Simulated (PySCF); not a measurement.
C₂H₄BCl (SMILES C=CBCl), singlet, geometry from GFN2-xTB; MP2/cc-pVDZ (PySCF).

The PySCF input:
```python
from pyscf import gto, scf, mp

mol = gto.M(
    atom='''
B    -0.462866   -0.002454    0.331240
H    -1.453524   -0.256740    0.906506
Cl    0.270138    1.501773    0.612033
C     0.184438   -0.993924   -0.666031
C    -0.323324   -2.195007   -0.945934
H     1.101178   -0.710703   -1.172658
H     0.139247   -2.875833   -1.643732
H    -1.231601   -2.541008   -0.479086
''',
    basis='cc-pvdz',
    charge=0,
    spin=0,
    verbose=4,
    max_memory=1800,
)

mf = scf.RHF(mol)
mf.kernel()

pt = mp.MP2(mf, frozen=8)
pt.kernel()
print('E(MP2) = %.10f' % pt.e_tot)
```

Problem. Write the output that PySCF gives for this input, abridged.

Solution. 
```
PySCF version 2.14.0

[INPUT] verbose = 4
[INPUT] num. atoms = 8
[INPUT] num. electrons = 38
[INPUT] charge = 0
[INPUT] spin (= nelec alpha-beta = 2S) = 0
[INPUT] symmetry False subgroup None
[INPUT] Mole.unit = angstrom
[INPUT] Symbol           X                Y                Z      unit          X                Y                Z       unit  Magmom
[INPUT]  1 B     -0.462866000000  -0.002454000000   0.331240000000 AA   -0.874689972373  -0.004637387910   0.625952881501 Bohr   0.0
[INPUT]  2 H     -1.453524000000  -0.256740000000   0.906506000000 AA   -2.746762275482  -0.485168285221   1.713048070275 Bohr   0.0
[INPUT]  3 Cl     0.270138000000   1.501773000000   0.612033000000 AA    0.510486835838   2.837939671266   1.156574749196 Bohr   0.0
[INPUT]  4 C      0.184438000000  -0.993924000000  -0.666031000000 AA    0.348537306963  -1.878244148632  -1.258616180470 Bohr   0.0
[INPUT]  5 C     -0.323324000000  -2.195007000000  -0.945934000000 AA   -0.610993809499  -4.147962071503  -1.787556191914 Bohr   0.0
[INPUT]  6 H      1.101178000000  -0.710703000000  -1.172658000000 AA    2.080924834396  -1.343034025907  -2.216002457780 Bohr   0.0
[INPUT]  7 H      0.139247000000  -2.875833000000  -1.643732000000 AA    0.263138693667  -5.434536749986  -3.106203302184 Bohr   0.0
[INPUT]  8 H     -1.231601000000  -2.541008000000  -0.479086000000 AA   -2.327388584740  -4.801809200329  -0.905341330113 Bohr   0.0

nuclear repulsion = 122.420779062595
number of shells = 32
number of NR pGTOs = 147
number of NR cGTOs = 80
basis = cc-pvdz
ecp = {}

******** <class 'pyscf.scf.hf.RHF'> ********
method = RHF
initial guess = minao
damping factor = 0
level_shift factor = 0
DIIS = <class 'pyscf.scf.diis.CDIIS'>
diis_start_cycle = 1
diis_space = 8
diis_damp = 0
SCF conv_tol = 1e-09
SCF conv_tol_grad = None
SCF max_cycles = 50
direct_scf = True
direct_scf_tol = 1e-13
Set gradient conv threshold to 3.16228e-05
Initial guess from minao.
init E= -562.913006668784
  HOMO = -0.304183627444315  LUMO = -0.0250721965177516  gap/eV = 7.59501
cycle= 1 E= -562.22954882436  delta_E= 0.683  |g|= 0.35  |ddm|= 2.41
  HOMO = -0.416380474002541  LUMO = 0.038336680267852  gap/eV = 12.37348
cycle= 2 E= -562.274680565487  delta_E= -0.0451  |g|= 0.118  |ddm|= 0.452
  HOMO = -0.387368511973115  LUMO = 0.0739340523765497  gap/eV = 12.55268
cycle= 3 E= -562.279312062231  delta_E= -0.00463  |g|= 0.0374  |ddm|= 0.144
  HOMO = -0.390799003399447  LUMO = 0.0707457804494194  gap/eV = 12.55927
cycle= 4 E= -562.27989654586  delta_E= -0.000584  |g|= 0.00393  |ddm|= 0.0566
  HOMO = -0.390853644417894  LUMO = 0.0707054606939392  gap/eV = 12.55966
cycle= 5 E= -562.279906746719  delta_E= -1.02e-05  |g|= 0.00162  |ddm|= 0.00847
  HOMO = -0.390937441407003  LUMO = 0.0706667787823148  gap/eV = 12.56089
cycle= 6 E= -562.279907925015  delta_E= -1.18e-06  |g|= 0.000526  |ddm|= 0.00254
  HOMO = -0.390903124229858  LUMO = 0.0707298996672394  gap/eV = 12.56167
cycle= 7 E= -562.279908147447  delta_E= -2.22e-07  |g|= 0.0002  |ddm|= 0.00108
  HOMO = -0.390903660087889  LUMO = 0.0707282101105071  gap/eV = 12.56164
cycle= 8 E= -562.279908171312  delta_E= -2.39e-08  |g|= 4.5e-05  |ddm|= 0.000369
  HOMO = -0.390911683521014  LUMO = 0.0707240334963037  gap/eV = 12.56175
cycle= 9 E= -562.279908172881  delta_E= -1.57e-09  |g|= 1.62e-05  |ddm|= 9.06e-05
  HOMO = -0.390910167886647  LUMO = 0.0707232520573462  gap/eV = 12.56169
cycle= 10 E= -562.279908173056  delta_E= -1.75e-10  |g|= 5.41e-06  |ddm|= 3.41e-05
  HOMO = -0.390911388845972  LUMO = 0.0707227628218998  gap/eV = 12.56171
Extra cycle  E= -562.279908173072  delta_E= -1.66e-11  |g|= 2.36e-06  |ddm|= 8.56e-06
converged SCF energy = -562.279908173072

******** <class 'pyscf.mp.mp2.RMP2'> ********
nocc = 11, nmo = 72
frozen orbitals 8
E(RMP2) = -562.759064000685  E_corr = -0.479155827613063
E(SCS-RMP2) = -562.753944120547  E_corr = -0.474035947475033
E_corr(same-spin) = -0.116481975762279
E_corr(oppo-spin) = -0.362673851850784
E(MP2) = -562.7590640007
```
